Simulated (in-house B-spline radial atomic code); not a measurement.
Configurations of Ag IV (Ag3+), with energies counted from [Kr] 4d8. Level of theory: scalar-relativistic (X2C) Hartree-Fock, spin-polarised, averaged over the determinants with the given up and down occupations, Fermi nucleus of rms radius 4.5454 fm; calculated with a radial B-spline atomic code at the basis-set limit. Shells without spins written out take the highest spin.

Occupations are held fixed; configurations that lie above the ionisation limit could autoionise.

| configuration | E - E(ref) (eV) | highest orbital | its <r> (bohr) |
| --- | --- | --- | --- |
| [Kr] 4d(4 up, 3 down) 5p(1 up, 0 down) | 22.294 | 5p up | 2.723 |
| [Kr] 4d7 5f1 | 39.075 | 5f up | 6.776 |
| [Ar] 3d10 4s2 4p5 4d8 5s1 | 70.295 | 5s up | 2.304 |
| [Ar] 3d10 4s2 4p5 4d8 5d1 | 88.329 | 5d up | 3.685 |

Order these further configurations by energy, lowest first.
A. [Ar] 3d10 4s2 4p5 4d8 5p1
B. [Kr] 4d7 5s1
C. [Kr] 4d(2 up, 5 down) 5s(1 up, 0 down)
D. [Ar] 3d10 4s2 4p5 4d8 5f1
E. [Ar] 3d(5 up, 4 down) 4s2 4p6 4d(3 up, 5 down) 4f(0 up, 1 down)

B (11.586 eV), C (12.628 eV), A (78.313 eV), D (97.891 eV), E (406.53 eV).
